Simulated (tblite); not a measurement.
Method: GFN2-xTB as coded in tblite; computed harmonic values from a numerical Hessian at the method's own geometry, unscaled. Against measured fundamentals such values can be off by several per cent, at times by over 20. Modes of hydrogen on silicon can be 10 to 20 % off. One conformer each. Open shells enter through the occupations alone, without spin polarisation, and single modes of such species can be off by tens of per cent. Thermal functions are those of the rigid rotor and harmonic oscillator, without mixing of conformers.

Question: Order these by their heat capacity Cp at 200 K, highest first (cal/(mol K)).
A. `C=CO[C@H]([CH2])C` [radical]
B. `S=C[CH]c1ccncc1` [radical]
C. `[CH2+][CH]C#CC#CC[SiH2]F` [radical]
D. `C(/C=[C]\[H])[C@H](C)O` [radical]

Answer: C (33.0), A (22.8), B (22.3), D (21.8).

```csv
SMILES,atoms,mass (u),symmetry number,modes under 300 cm⁻¹,ZPE (kcal/mol),S translation (cal/(mol K)),S rotation,S vibration,S spin,S,Cp
[CH2+][CH]C#CC#CC[SiH2]F,16,138.03,1,9,65.7,38.7,29.4,26.1,1.4,95.7,33.0
[CH2][C@H](C)OC=C,15,85.07,1,5,77.1,37.3,25.4,11.8,1.4,75.9,22.8
S=C[CH]c1ccncc1,15,136.02,1,4,67.5,38.7,28.2,11.9,1.4,80.1,22.3
[H]/[C]=C\C[C@H](C)O,15,85.07,1,4,78.2,37.3,25.5,11.5,1.4,75.6,21.8
```

Entropies and Cp are for 200 K and 1 bar.
